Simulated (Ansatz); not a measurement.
Species: dihydroxy(dimethoxy)silane, C₂H₈O₄Si, charge 0, multiplicity 1. 
Geometry from a B3LYP-D3(BJ)/def2-TZVP (Ansatz, a quantum-chemistry and plane-wave program) optimisation:
```xyz
15

C     -2.3016    -0.8229     0.2347
O     -1.0292    -0.5852     0.8233
Si     0.1151     0.3793     0.1794
O     -0.6110     1.7925    -0.2077
O      1.3068     0.5012     1.2925
O      0.7949    -0.1870    -1.1885
C      1.6514    -1.3206    -1.2484
H     -2.1991    -1.3419    -0.7222
H     -2.8741    -1.4513     0.9162
H     -2.8390     0.1139     0.0729
H     -0.1642     2.3601    -0.8401
H      1.0464     0.5478     2.2154
H      1.1152    -2.2312    -0.9677
H      2.0026    -1.4214    -2.2749
H      2.5103    -1.1975    -0.5854
```

Wanted: atomisation energy (electronic, to ground-state atoms), in eV. Correlated levels leave the core frozen unless marked. Open shells are spin-unrestricted. No spin-orbit coupling. Non-relativistic unless marked X2C. The coupled-cluster limit lacks core correlation, which all-electron functionals hold. CBS(X,Y): correlation extrapolated as X^-3; Hartree-Fock from the larger set. The bracket is a focal-point correction in the basis named.

```csv
level,program,atomisation energy (eV),minus last row
HF/6-31G,Ansatz,38.25,-25.34
PBE-D4/def2-TZVPD,Ansatz + dftd4,64.15,0.56
revPBE/def2-TZVPD,Ansatz,61.36,-2.23
r2SCAN-D3(BJ)/def2-TZVPD,Ansatz + dftd3,63.30,-0.29
B3LYP-D3(BJ)/def2-TZVPD,Ansatz + dftd3,63.01,-0.58
BHLYP-D4/def2-TZVPD,Ansatz + dftd4,60.92,-2.67
HSE06-D4/def2-TZVPD,Ansatz + dftd4,62.86,-0.73
wB97X-V/def2-TZVPD,Ansatz,63.29,-0.30
B2GP-PLYP-D4/def2-TZVPD,Ansatz + dftd4,62.46,-1.13
B2PLYP-D3(BJ)/def2-TZVPD,Ansatz + dftd3,62.66,-0.93
RPA@PBE/cc-pV(Q+d)Z,Ansatz,59.94,-3.65
MP2/STO-3G,Ansatz,53.21,-10.38
MP2/cc-pV(T+d)Z,Ansatz,63.22,-0.37
RI-MP2/cc-pV(T+d)Z,Ansatz,63.21,-0.38
CCSD/STO-3G,Ansatz,54.41,-9.18
CCSD/aug-cc-pV(T+d)Z,Ansatz,61.22,-2.37
CCSD/cc-pV(Q+d)Z,Ansatz,61.87,-1.72
X2C-CCSD(T)/cc-pVTZ-DK,Ansatz,61.36,-2.23
CCSD(T) with core electrons (1s frozen past Ne)/cc-pwCVTZ,Ansatz,62.04,-1.55
"RI-MP2/CBS(cc-pV(T+d)Z,cc-pV(Q+d)Z)+[CCSD(T)-MP2]/cc-pV(D+d)Z",Ansatz,63.77,0.18
"CCSD(T)/CBS(cc-pV(T+d)Z,cc-pV(Q+d)Z)",Ansatz,63.59,0.00
```
